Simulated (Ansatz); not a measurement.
`[OH][Hf]([F])([F])[Br]` + HCl → `[OH][Hf]([F])([Cl])[Br]` + H–F at 500 K and 1 bar (ligand exchange at the Hf–F bond).

Program: Ansatz. Geometries: PBE0-D4/def2-TZVP. ΔE: electronic, gas phase. CCSD(T)/CBS is the MP2 limit (def2-TZVPP, def2-QZVPP) plus CCSD(T) − MP2 in def2-TZVPP, frozen cores. This one scheme is used for every species. Elements past krypton have def2 core potentials. For Br, Hf outer-core shells are correlated without core-valence functions, which leaves a few kJ/mol of doubt a bond. Scalar relativity is left out up to krypton. Each species was taken in one conformer, which may not be the lowest.

```
                  species  CCSD(T)/CBS energy (Eh)  H − E (kJ/mol)  S (J/(mol·K))
 `[OH][Hf]([F])([F])[Br]`              -2896.89429            90.9          445.6
                      HCl               -460.38127            32.5          201.9
`[OH][Hf]([F])([Cl])[Br]`              -3256.87550            90.1          458.1
                      H–F               -100.39570            39.4          188.7
```

H − E and S are ideal-gas, rigid-rotor, harmonic terms from PBE0-D4/def2-TZVP, for one conformer and one mirror image of each species. 1 Eh = 2625.50 kJ/mol, R = 8.31446 J/(mol·K).

Q: By hand: ΔE, ΔH, ΔS and ΔG.

A: ΔE = (-3256.87550) + (-100.39570) − (-2896.89429) − (-460.38127) = 0.00436 Eh = 11.4 kJ/mol. Δ(H − E) = 90.1 + 39.4 − 90.9 − 32.5 = 6.1, so ΔH = 17.5 kJ/mol. ΔS = 458.1 + 188.7 − 445.6 − 201.9 = -0.7 J/(mol·K). ΔG = 17.5 − 500 × (-0.7)/1000 = 17.9 kJ/mol.

Q: By hand: the equilibrium constant, and the temperature at which ΔG would vanish if ΔH and ΔS stayed fixed.

A: log₁₀ K = −ΔG/(RT ln 10) = -1.9. ΔH and −TΔS have one sign here, so there is no such temperature.

The number of gas molecules stays the same, so ΔS is small and ΔH decides. A doubt of 5 kJ/mol in ΔE shifts log₁₀ K by 0.5 here. Other conformers and mirror images would add mixing entropy, several J/(mol·K) or more a flexible species. These are equilibria of isolated gas molecules and say nothing of rates. Largest T1 diagnostic: 0.014 (customary marks: 0.02 for closed shells, 0.045 for open ones).

ΔS is within the doubt of such terms, so its sign, and with it that verdict, could turn.
